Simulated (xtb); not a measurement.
Si(F)2(OH)(OMe) (CH4F2O2Si), SMILES CO[Si](O)(F)F. All values are semi-empirical tight-binding results from xtb (GFN2-xTB unless named), good for trends rather than for accurate numbers. The structure is a stationary point at GFN2-xTB. The structure was generated by enumeration, and PubChem lists no compound with its InChIKey, so it may never have been made. Other conformers were not sampled.

Optimised geometry:

Bonded distances (Å): C1–O2 1.405, C1–H7 1.091, C1–H8 1.091, C1–H9 1.090, O2–Si3 1.587, Si3–O4 1.604, Si3–F5 1.587, Si3–F6 1.600, O4–H10 0.954. Angles (°): O2–C1–H7 110.6, O2–C1–H8 110.4, O2–C1–H9 107.3, H7–C1–H8 109.2, H7–C1–H9 109.7, H8–C1–H9 109.6, C1–O2–Si3 131.8, O2–Si3–O4 113.3, O2–Si3–F5 104.5, O2–Si3–F6 113.3, O4–Si3–F5 112.8, O4–Si3–F6 108.9, F5–Si3–F6 103.7, Si3–O4–H10 121.9.

```yaml
orbital_gap: 9.41 eV
dipole_moment: 2.96 D
zero_point_energy: 38.2 kcal/mol
G − E(el) at 298.15 K (modified RRHO): 17.5 kcal/mol
static polarisability (D4 model): 62.4 bohr³
solvation energy, GFN2-xTB/ALPB(water): -6.3 kcal/mol
solvation energy, GFN2-xTB/ALPB(thf): -7.9 kcal/mol
```

Computed atomic charges and the Wiberg bond orders between heavy atoms:
charges (e) C1 0.03, O2 -0.31, Si3 0.72, O4 -0.44, F5 -0.26, F6 -0.26, H7 0.06, H8 0.05, H9 0.07, H10 0.33. Bond orders C1–O2 0.98, O2–Si3 1.22, Si3–O4 1.21, Si3–F5 1.05, Si3–F6 1.04.
